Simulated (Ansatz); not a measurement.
Level of theory: frozen-core CCSD(T)/cc-pVDZ // B3LYP-D3(BJ)/def2-SVP (Ansatz, a first-principles code). The restricted HF reference is unstable towards unrestricted orbitals.

Ansatz 0.2 input:
```yaml
crystal:
  periodic: [false, false, false]
  atoms:
    - { symbol: B, position_ang: [-1.69391, 2.137215, -0.281672] }
    - { symbol: C, position_ang: [-1.214311, 0.694395, -0.07388] }
    - { symbol: C, position_ang: [-2.179453, -0.30241, 0.108357] }
    - { symbol: C, position_ang: [-1.853504, -1.656618, 0.311359] }
    - { symbol: C, position_ang: [-0.52771, -2.029573, 0.332785] }
    - { symbol: F, position_ang: [-0.207635, -3.301192, 0.523423] }
    - { symbol: C, position_ang: [0.529158, -1.084712, 0.154469] }
    - { symbol: N, position_ang: [1.8053, -1.540572, 0.188701] }
    - { symbol: C, position_ang: [2.775128, -0.669343, 0.023623] }
    - { symbol: C, position_ang: [2.553094, 0.71471, -0.186906] }
    - { symbol: C, position_ang: [1.25922, 1.186797, -0.222836] }
    - { symbol: C, position_ang: [0.173351, 0.287828, -0.050068] }
    - { symbol: H, position_ang: [-0.939724, 3.064236, -0.439914] }
    - { symbol: H, position_ang: [-2.880304, 2.35891, -0.286375] }
    - { symbol: H, position_ang: [-3.234018, -0.017809, 0.093146] }
    - { symbol: H, position_ang: [-2.622305, -2.418156, 0.45217] }
    - { symbol: H, position_ang: [3.800438, -1.057759, 0.054373] }
    - { symbol: H, position_ang: [3.402419, 1.388641, -0.317741] }
    - { symbol: H, position_ang: [1.054766, 2.245413, -0.383013] }
basis:
  gaussian: { orbitals: cc-pVDZ }
correlation:
  method: ccsd_t
```

Output:

```
Functional definition: HF
1888 factors; integrals over basis functions are off by at most 1.0e-3 eV
mean field evaluation 1: about -14238.7078 eV, gradient 4.2e1 eV
mean field evaluation 2: about -14239.2919 eV, gradient 4.2e1 eV
mean field evaluation 4: about -14244.6527 eV, gradient 7.0e0 eV
mean field evaluation 8: about -14244.8015 eV, gradient 2.1e-1 eV
mean field evaluation 16: about -14243.3594 eV, gradient 1.8e1 eV
mean field -14244.80199900 eV, -523.4868179895 hartree, gradient 2.8e-6 eV, S^2 0.000000; 0 other end points of the search recorded, 0 dependent functions left out; unrestricted orbitals would lower it
12 core orbitals not correlated
reference -14244.80199900 eV, -523.4868179895 hartree; 29, 29 occupied and 162, 162 virtual orbitals, 1888 factors
second order -42.97962746 eV of doubles, -0.00000000 eV of singles
cycle   1  -42.79038430 eV  change    1.9e-1 eV  update   1.7e-1
cycle   2  -44.04568274 eV  change    -1.3e0 eV  update   5.6e-2
cycle   3  -44.34559494 eV  change   -3.0e-1 eV  update   2.5e-2
cycle   4  -44.34514658 eV  change    4.5e-4 eV  update   7.3e-3
cycle   5  -44.34474670 eV  change    4.0e-4 eV  update   3.7e-3
cycle   6  -44.34658108 eV  change   -1.8e-3 eV  update   1.1e-3
cycle   7  -44.34654160 eV  change    3.9e-5 eV  update   5.0e-4
cycle   8  -44.34632855 eV  change    2.1e-4 eV  update   2.0e-4
cycle   9  -44.34634248 eV  change   -1.4e-5 eV  update   9.5e-5
cycle  10  -44.34640193 eV  change   -5.9e-5 eV  update   4.3e-5
perturbative correction -1.97526735 eV, -0.0725897361 hartree
Total energy: -14291.12366827 eV, -525.1891079375 hartree
```

Cost: roughly 9 core-minutes.
